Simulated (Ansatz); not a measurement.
(FAlNH)4 cubane (Al4N4F4H4). Charge 0, multiplicity 1. Geometry PBE-D4/def2-SVP; atoms count from 1.

```xyz
16

Al   -0.0055   -0.3912   -1.6248
F    -0.0104   -0.7838   -3.2565
N     0.3372   -1.6331   -0.1832
Al    1.5035   -0.3348    0.6485
F     3.0132   -0.6706    1.3001
N     1.1667    0.9046   -0.7968
Al   -0.3356    1.6270    0.1825
F    -0.6733    3.2607    0.3657
N    -1.5092    0.3359   -0.6511
Al   -1.1623   -0.9010    0.7938
F    -2.3293   -1.8063    1.5907
N     0.0054    0.3926    1.6310
H     0.5425   -2.6308   -0.2950
H     1.8793    1.4569   -1.2837
H    -2.4310    0.5415   -1.0485
H     0.0089    0.6325    2.6272
```

Single mean-field runs in def2-TZVP are fitted with def2-universal-jkfit.

(1) Estimate the Mulliken populations from the PBE0/def2-TZVP orbitals of Ansatz.

(2) And the Mayer bond orders between heavy atoms (over 0.3)?

Answers

(1) 
| atom | charge (e) |
| --- | --- |
| Al1 | 0.62 |
| F2 | -0.36 |
| N3 | -0.51 |
| Al4 | 0.62 |
| F5 | -0.36 |
| N6 | -0.51 |
| Al7 | 0.62 |
| F8 | -0.36 |
| N9 | -0.51 |
| Al10 | 0.62 |
| F11 | -0.36 |
| N12 | -0.51 |
| H13 | 0.24 |
| H14 | 0.24 |
| H15 | 0.24 |
| H16 | 0.24 |
Mulliken values depend strongly on the basis.

(2) Al1–F2 1.14 (1.68 Å); Al1–N3 0.75 (1.93 Å); Al1–N6 0.75 (1.93 Å); Al1–N9 0.75 (1.93 Å); N3–Al4 0.75 (1.93 Å); N3–Al10 0.75 (1.93 Å); Al4–F5 1.14 (1.68 Å); Al4–N6 0.75 (1.93 Å); Al4–N12 0.75 (1.93 Å); N6–Al7 0.75 (1.93 Å); Al7–F8 1.14 (1.68 Å); Al7–N9 0.75 (1.93 Å); Al7–N12 0.75 (1.93 Å); N9–Al10 0.75 (1.93 Å); Al10–F11 1.14 (1.68 Å); Al10–N12 0.75 (1.93 Å).
